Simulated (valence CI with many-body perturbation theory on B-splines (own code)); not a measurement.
E1 transitions of I IV

Method: configuration interaction combined with many-body perturbation theory (CI+MBPT): four valence electrons over a frozen Dirac-Fock core [Kr] 4d10, a basis of 11 s, 11 p, 10 d, 8 f, 5 g, 2 h functions for each j, with the one-electron correlation potential Σ1, the two-electron term Σ2, the three-electron term Σ3, Breit, model QED; selected CI, second order for the rest (own B-spline code, finite nucleus).

No measured spectrum was set against this ion. As an estimate, levels hold to about 250 cm⁻¹ or 0.2 % of their energy and the worst to 1 %, as in measured heavy ions of charge 2 to 7; those with d or f electrons hold less well. Among the levels kept, up to 760 cm⁻¹ of a level comes from second order outside the variational space, and about a tenth of that is noise between levels of different J, which matters for small intervals.

Lines 351 to 400 of 541 in falling wavelength, among levels below 269141 cm⁻¹, chosen from the strongest by gf and those to the six lowest levels. Wavelengths and rates use the calculated energies, so an error of 200 cm⁻¹ moves a line at 843.7 Å by 0.17 % and its rate by three times that or more. Electric multipoles are in the length gauge, E1 and E2 with the static RPA response of the core. Weak lines are less certain than strong ones. Lines between different terms over intervals too small for the method are left out, as are lines whose strength nearly cancels. Where a level lies close to another of its J and parity, the split of strength between their lines is uncertain. The highest levels of a list are the least certain.

Names give the largest LS component (configuration and term), which can be under half, so a name can repeat, a term be missing and a line seem to break the LS rules; names also repeat where a configuration has a term twice. Letters in brackets count levels of one name in rising energy.

```
λ vac (Å)                Upper                Lower   A (s⁻¹)  log gf  Branch %
    843.7   5s 5p2 5d 3G_3 [a]      5s2 5p 5d 1D°_2  7.57e+08   -0.25      15.1
    833.8       4f 5s2 5p 3D_3         5s 5p3 5S°_2  3.92e+07   -1.54       4.7
    833.7      5s2 5p 5d 3F°_2         5s2 5p2 3P_2  1.51e+08   -1.10      28.2
    825.9       5s2 5p 6f 3D_3  5s2 5p 5d 3P°_2 [a]  5.16e+08   -0.43      46.9
    824.8  5s2 5p 5d 3D°_1 [a]         5s2 5p2 1D_2  2.90e+08   -1.05       3.0
    822.0   5s 5p2 6s 1D_2 [b]  5s2 5p 5d 3D°_1 [a]  7.52e+08   -0.42      21.2
    821.3  5s2 5p 5d 3P°_2 [a]         5s2 5p2 1D_2  4.14e+08   -0.68       3.6
    814.4      5s2 5p 5d 3F°_3         5s2 5p2 3P_2  7.40e+08   -0.29      98.2
    805.7      5s2 5p 5d 3F°_2         5s2 5p2 3P_1  2.69e+08   -0.88      50.3
    803.4      5s2 5p 6s 1P°_1         5s2 5p2 1S_0  3.84e+08   -0.95       4.5
    801.3  5s2 5p 5d 3D°_1 [b]         5s2 5p2 1D_2  1.86e+09   -0.27      19.4
    801.3   5s 5p2 5d 3D_1 [b]         5s 5p3 3P°_2  1.18e+09   -0.47      19.8
    798.0         5s 5p3 3S°_1         5s2 5p2 3P_2  5.44e+09    0.19      53.7
    795.6       5s 5p2 6s 3D_3      5s2 5p 5d 3F°_3  1.55e+09    0.01      15.1
    789.1   5s 5p2 5d 3G_3 [a]         5s 5p3 3P°_2  1.41e+09   -0.04      28.2
    787.4   5s 5p2 5d 3F_4 [c]      5s2 5p 5d 3F°_4  6.80e+09    0.75      61.3
    786.1   5s 5p2 5d 3D_3 [c]      5s2 5p 5d 3F°_4  5.55e+09    0.56      78.4
    786.0       5s 5p2 5d 5F_2         5s 5p3 5S°_2  6.61e+07   -1.51      39.0
    785.6   5s 5p2 5d 3D_2 [c]      5s2 5p 5d 3F°_3  4.29e+09    0.30      58.4
    785.0   5s 5p2 5d 3F_3 [b]      5s2 5p 5d 3F°_3  2.92e+09    0.28      37.7
    782.5      5s2 5p 6s 3P°_1         5s2 5p2 1D_2  7.68e+08   -0.67       8.5
    779.8   5s 5p2 5d 3F_2 [c]      5s2 5p 5d 3F°_2  3.00e+09    0.14      27.4
    778.7   5s2 5p 5f 3D_1 [b]      5s2 5p 5d 1D°_2  1.64e+09   -0.35      31.3
    777.0   5s 5p2 5d 3G_3 [b]         5s 5p3 3P°_2  7.50e+08   -0.32      11.0
    776.4   5s 5p2 5d 3D_1 [d]      5s2 5p 5d 3F°_2  4.89e+09    0.12      62.1
    774.3   5s 5p2 6s 1D_2 [b]         5s 5p3 3S°_1  1.30e+09   -0.23      36.7
    772.8       5s 5p2 5d 5F_3         5s 5p3 5S°_2  1.84e+08   -0.94      81.9
    772.8         5p4 3P_2 [b]         5s 5p3 3D°_3  3.66e+09    0.21      36.7
    772.7   5s 5p2 5d 3D_3 [b]      5s2 5p 5d 1D°_2  3.06e+09    0.28      50.3
    772.3         5s 5p3 3S°_1         5s2 5p2 3P_1  2.90e+09   -0.11      28.6
    772.0       5s2 5p 6f 3F_2         5s 5p3 3S°_1  7.77e+08   -0.46      30.2
    770.8      5s2 5p 5d 3D°_3         5s2 5p2 1D_2  8.29e+08   -0.29       5.9
    770.1       5s 5p2 5d 3P_2      5s2 5p 5d 1D°_2  8.23e+08   -0.44       7.5
    768.7      5s2 5p 5d 3D°_2         5s2 5p2 1D_2  6.47e+08   -0.54       4.5
    759.8   5s 5p2 6s 1D_2 [a]      5s2 5p 5d 3F°_2  2.71e+09    0.07      23.8
    758.0      5s2 5p 5d 3P°_1         5s2 5p2 1D_2  2.31e+09   -0.22      26.4
    757.0   5s 5p2 5d 3D_3 [a]         5s 5p3 3P°_2  1.81e+09    0.04      19.7
    756.2         5p4 3P_2 [b]         5s 5p3 3D°_2  3.65e+09    0.19      36.6
    755.6   5s 5p2 5d 3D_1 [c]         5s 5p3 3P°_0  1.29e+09   -0.48       9.6
    753.5         5p4 3P_2 [b]         5s 5p3 3D°_1  1.53e+09   -0.19      15.3
    752.8   5s 5p2 5d 3D_2 [b]         5s 5p3 3P°_1  3.55e+09    0.18      29.4
    750.1  5s2 5p 5d 3P°_2 [a]         5s2 5p2 3P_2  2.34e+09   -0.01      20.3
    749.2   5s 5p2 5d 3P_0 [c]         5s 5p3 3P°_1  9.04e+09   -0.12      78.2
    748.8       5s 5p2 5d 3S_1      5s2 5p 5d 1D°_2  1.42e+09   -0.45      13.5
    748.7      5s2 5p 5d 1P°_1         5s2 5p2 1S_0  1.25e+10    0.50      97.2
    747.4  5s2 5p 5d 3P°_2 [b]         5s2 5p2 1D_2  1.11e+10    0.67      94.3
    746.8   5s 5p2 5d 3F_4 [c]      5s2 5p 5d 3F°_3  8.00e+08   -0.22       7.2
    746.1   5s 5p2 5d 3D_2 [a]         5s 5p3 3D°_3  1.05e+09   -0.36      21.6
    742.0       5s 5p2 6s 3P_0         5s 5p3 3D°_1  4.62e+09   -0.42      89.0
    741.5       5s 5p2 6s 3D_1      5s2 5p 5d 1D°_2  2.99e+09   -0.13      37.3
```
